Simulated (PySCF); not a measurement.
**Working with the constants of SrC**

ROHF-MP2 constants of SrC, triplet, unpaired electrons π ↑↑ (Sr x2c-TZVPPall, C x2c-TZVPPall; spin-free X2C with a Gaussian nucleus (PySCF 2.14); masses 87.9056 and 12.0000 u):

- ωe: 531.7 cm⁻¹
- ωexe: 6.36 cm⁻¹
- Be: 0.29667 cm⁻¹
- αe: 0.00321 cm⁻¹
- D (centrifugal): 3.69e-07 cm⁻¹
- De to Sr + C: 1.56 eV

Give the vibrational terms G(v) and spacings up to v = 3.

G(v) = ωe(v+½) − ωexe(v+½)².

```
v  G(v) (cm⁻¹)  G(v) − G(v−1)  Bv (cm⁻¹)
0          264                    0.2951
1          783            519     0.2919
2         1290            506     0.2886
3         1783            494     0.2854
```

How well does the Morse estimate ωe²/(4ωexe) reproduce De, and what is D0?

It gives 1.38 eV, 88 % of the computed De. D0 = De − G(0) = 1.56 − 0.03 = 1.53 eV.

Correlated steps freeze 10 core orbitals. Spin–orbit coupling is left out. The state was picked by a PBE0 search and need not be the measured ground state.
